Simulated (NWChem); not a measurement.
# SnNH4O2Cl; SMILES [OH][Sn]([NH2])([Cl])[OH]

```xyz
9

N      1.9410     0.7008     0.3978
Sn     0.0197     0.2401     0.0084
O     -1.2582     0.8722     1.3646
O     -0.6095     1.0857    -1.6501
Cl    -0.1021    -2.1007    -0.0886
H      2.5660    -0.0434     0.0902
H      2.2247     1.5644    -0.0637
H     -1.1130     0.4570     2.2235
H     -1.5719     1.1626    -1.6645
```
Atoms are numbered in this order, from 1.

Program: NWChem. Structure relaxed at the PBE0/def2-SVP (def2 core potentials past Kr) level. Not confirmed as a minimum by frequencies.

Problem. Predict the results for TPSS/STO-3G (all-electron, non-relativistic). Quantities: highest occupied level (eV); orbital gap (eV); dipole (D).

Solution. 
```json
{
 "highest occupied level (eV)": "-2.64",
 "orbital gap (eV)": "4.82",
 "dipole (D)": "2.31"
}
```
